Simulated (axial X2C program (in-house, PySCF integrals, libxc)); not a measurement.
## Curves of EuCl from open-shell CI on f7 s1

Computed with an in-house all-electron X2C program for linear molecules (integrals from PySCF): two-component X2C with atomic mean-field Coulomb and Gaunt terms, basis Eu dyall-v3z, Cl dyall-av3z (cores contracted in-house). Orbitals come from Hartree–Fock averaged over the configuration Eu f7 s1; CI then distributes these electrons over the f, s shells of Eu.

Scan along the bond; masses Eu 152.921 u, Cl 34.969 u. Energies in cm⁻¹ from the lowest point; levels are followed by energy order within each Ω. Lowest level at 2.654 Å: 100% f7 s1.

| R (Å) | (1)Ω=0 | (1)Ω=1 | (1)Ω=2 | (1)Ω=3 | (1)Ω=4 | (2)Ω=3 | (2)Ω=2 |
| --- | --- | --- | --- | --- | --- | --- | --- |
| 2.468 | 1478 | 1478 | 1479 | 1479 | 1480 | 3331 | 3333 |
| 2.561 | 357 | 357 | 357 | 357 | 358 | 2206 | 2208 |
| 2.654 | 0 | 0 | 0 | 0 | 1 | 1851 | 1853 |
| 2.760 | 254 | 254 | 254 | 254 | 254 | 2112 | 2114 |
| 2.866 | 990 | 990 | 990 | 990 | 990 | 2859 | 2860 |
| 2.986 | 2195 | 2195 | 2195 | 2195 | 2195 | 4080 | 4082 |
| 3.132 | 3966 | 3966 | 3966 | 3966 | 3966 | 5874 | 5876 |

Question: Fit the curves (1)Ω=0, (1)Ω=1, (1)Ω=2, (1)Ω=3, (1)Ω=4, (2)Ω=3, (2)Ω=2 near their minima.

Answer: From the open-shell CI curves, Te from the lowest:

```tsv
level	Te (cm⁻¹)	Re (Å)	ωe (cm⁻¹)
(1)Ω=0	0	2.663	268.9
(1)Ω=1	0	2.663	268.9
(1)Ω=2	0	2.663	268.9
(1)Ω=3	0	2.663	268.9
(1)Ω=4	1	2.663	268.9
(2)Ω=3	1851	2.662	270.3
(2)Ω=2	1853	2.662	270.3
```

Without dynamic correlation distances can be off by several hundredths of an Å (long for ionic bonds, short for multiple bonds) and the wavenumbers are rough.

The 7 lowest curves are shown; the next is (2)Ω=1, from 1854 cm⁻¹.

There is no dynamic correlation: spin–orbit spacings and, for f shells, spacings inside one term are the most reliable numbers, splittings between terms come out too wide, and energies between configurations are not reliable, so the lowest level need not be the ground state of the molecule. At most 4 roots were kept for each Ω > 0 (twice that for Ω = 0) within 2.2 eV of the lowest, so higher up levels can be missing between those listed; levels with Ω > 0 are doubly degenerate and listed once, Ω = 0 levels singly.
